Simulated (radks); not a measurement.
Q: Numerical settings for neutral barium, [Xe] 6s2. Calculated with a radial shooting solver on a logarithmic mesh with Libxc functionals: scalar-relativistic Kohn-Sham, BLYP, spin-polarised, spherical densities, finite nucleus; Fermi nuclear charge, rms radius 4.8378 fm. The defaults (mesh step 0.008 in ln r, mesh end at 40 bohr or more with all orbitals vanishing there, Anderson mixing 0.5 over 9 steps, residual threshold near 1e-9 with the energy settled to 1e-9 hartree or 1e-11 of itself, here a cap of 93 iterations) give E = -8135.9476 hartree and 6s at -3.071 eV in 15 iterations. Run on one thread of a shared host, so times are rough (Intel(R) Xeon(R) Platinum 8488C): 0.29 s of CPU time, 0.29 s wall, 15 iterations on 2440 mesh points. One setting is changed at a time: mesh step in ln r 0.012; mesh step in ln r 0.2; mesh step in ln r 0.08; mesh end (bohr) 20; mesh end (bohr) 5; residual threshold 0.01; residual threshold 0.1; mixing 1.5; linear mixing, mixing 0.05; linear mixing, mixing 0.2; mixing history 3; iteration cap 8. Which runs fail to converge, and which converge to a wrong energy?

A: Not converged within the cap: mesh step in ln r 0.2; mesh step in ln r 0.08; linear mixing, mixing 0.05; iteration cap 8. Settled on a wrong energy, with an occupied level pushed above zero by the early mesh end: mesh end (bohr) 5 (+0.487 hartree). Apart from these: no run marked as converged misses the energy by more than 1 mhartree.
